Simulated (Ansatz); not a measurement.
Isolated molecules relaxed with PBE0-D4/def2-TZVP in Ansatz; ΔE leaves out vibrations. CBS: MP2 limit from def2 TZ/QZ plus the TZ coupled-cluster correction, frozen cores. Functionals use def2-TZVPP. HSE06 is defined as in plane-wave codes. No spin–orbit coupling; open shells (•) take unrestricted orbitals. For Mg outer-core shells are correlated without core-valence functions, which leaves a few kJ/mol of doubt a bond. Each species was taken in one conformer, which may not be the lowest.

Reaction (homolysis of the Mg–N bond): `[SiH3][N]([SiH3])[Mg][Cl]` → `[Mg][Cl]`• + `[SiH3][N][SiH3]`•

```tsv
level	ΔE (kJ/mol)	difference from CCSD(T)/CBS
r2SCANh-D4	374.2	-53.8
HSE06-D4	378.7	-49.3
ωB97X-V	397.3	-30.7
PBE-QIDH	398.1	-29.9
revPBE	346.0	-82.0
PBE0	371.3	-56.7
HSE06	371.6	-56.4
BHLYP	361.9	-66.1
CCSD/def2-SVP	395.6	-32.4
MP2/CBS(def2)	455.5	27.5
CCSD(T)/CBS	428.0	0
```

Largest T1 diagnostic among the species: 0.018.

In def2-TZVPP, CCSD(T) changes the Hartree–Fock value by +130.5 kJ/mol (the triples alone add +10.1 kJ/mol) and MP2 by +158.1 kJ/mol; breaking electron pairs costs correlation energy, which Hartree–Fock lacks. At CCSD(T), def2-SVP lies −25.8 kJ/mol from the extrapolated value and def2-TZVPP −27.8 kJ/mol. From BLYP to BHLYP (50 % exact exchange), in def2-TZVPP and without D4, ΔE moves by +15.9 kJ/mol.
